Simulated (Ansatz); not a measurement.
Basis-set extrapolation for `C=NB(O)F` (PBE0-D4/def2-TZVP geometry, frozen core, the Gaussian-basis code of Ansatz). Multiplicity 1, RHF reference.

|  | def2-TZVPP | def2-QZVPP |
| --- | --- | --- |
| HF | -293.303984 | -293.317480 |
| MP2 correlation | -0.932554 | -1.007085 |
| CCSD(T) correlation | -0.985983 | not run |

Energies in hartree. Use E(X) = E(∞) + A·exp(−7.88·√X) for Hartree–Fock and E(X) = E(∞) + B·X^(−2.97) for correlation, with X = 3 and 4, and add CCSD(T) minus MP2 of the smaller set to the MP2 limit.

What is the CCSD(T) energy at the basis-set limit?

HF limit: -293.317480 + (-0.013496) × 0.13774 = -293.31934. MP2 limit: -1.007085 + (-0.074531) × 0.74074 = -1.06229. Higher-order term: -0.985983 − (-0.932554) = -0.05343. Total: -294.43506 hartree, 380.9 kJ/mol below CCSD(T)/def2-TZVPP.
